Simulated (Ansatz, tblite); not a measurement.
Spin states of ZnI2⁻, each relaxed with r2SCAN-D4/def2-TZVPD in Ansatz. Electronic energies in the gas phase.

In the def2 sets I takes a core potential; there is no spin–orbit coupling. The xTB rows come from tblite. B3LYP takes the VWN-RPA correlation. Correlated methods freeze 17 core orbitals; core or outer-core shells of I are correlated, in sets that lack core-valence functions. The rows differ in basis, and correlated rows in double-zeta sets carry the largest basis error. In the quartet, I2 and I3 lie 3.26 Å apart (atoms count from 1), so these atoms are partly bonded to each other. The structure comes from a short search, and lower isomers may exist.

Doublet geometry (C2v within 0.1 Å):

Cartesian coordinates in Å:
```
Zn 0.053 0.145 -0.879
I -1.882 -1.365 0.115
I 1.829 1.220 0.764
```

Quartet geometry (C2v within 0.1 Å):

```xyz
3

Zn    1.499   -0.062    0.273
I    -1.015   -1.025    1.079
I    -0.485    1.087   -1.352
```

Only these spin states were relaxed. The quartet has other bonds than the doublet, so the gap mixes isomer and spin.

(1) Estimate which spin state lies lowest at each of these levels, and by how much: GFN2-xTB; HF/def2-SVPD; HF/def2-TZVPD; LDA (SPW92)/def2-TZVPD; PBE-D4/def2-TZVPD; r2SCAN-D4/def2-TZVPD; B97M-V/def2-TZVPD; B3LYP-D4/def2-TZVPD; PBE0-D4/def2-TZVPD; r2SCAN0-D4/def2-TZVPD; BHLYP-D4/def2-TZVPD; RPA@PBE/def2-TZVPD; MP2/def2-SVPD; MP2/def2-TZVPD; CCSD/def2-SVPD; CCSD(T)/def2-SVPD.

## Answers

(1) 
```
                 level  quartet − doublet (kJ/mol)  lowest of these                                               remarks
              GFN2-xTB                       883.8          doublet                                                     –
          HF/def2-SVPD                       387.2          doublet                                                     –
         HF/def2-TZVPD                       373.4          doublet                                                     –
LDA (SPW92)/def2-TZVPD                       384.8          doublet                             HOMO above zero (quartet)
     PBE-D4/def2-TZVPD                       369.9          doublet  HOMO above zero (doublet), HOMO above zero (quartet)
  r2SCAN-D4/def2-TZVPD                       379.3          doublet                             HOMO above zero (quartet)
     B97M-V/def2-TZVPD                       387.0          doublet  HOMO above zero (doublet), HOMO above zero (quartet)
   B3LYP-D4/def2-TZVPD                       389.9          doublet                             HOMO above zero (quartet)
    PBE0-D4/def2-TZVPD                       382.4          doublet                             HOMO above zero (quartet)
 r2SCAN0-D4/def2-TZVPD                       386.6          doublet                             HOMO above zero (quartet)
   BHLYP-D4/def2-TZVPD                       400.6          doublet                             HOMO above zero (quartet)
    RPA@PBE/def2-TZVPD                       383.4          doublet                                                     –
         MP2/def2-SVPD                       415.3          doublet                                                     –
        MP2/def2-TZVPD                       403.6          doublet                                                     –
        CCSD/def2-SVPD                       410.5          doublet                                                     –
     CCSD(T)/def2-SVPD                       409.1          doublet                                                     –
```

Change of the quartet − doublet gap on mixing in exact exchange, in kJ/mol: PBE to PBE0 (25 % exact exchange) 12.4; r2SCAN to r2SCAN0 (25 % exact exchange) 7.2. The xTB methods have no term that favours high spin, so they put low spin too low.
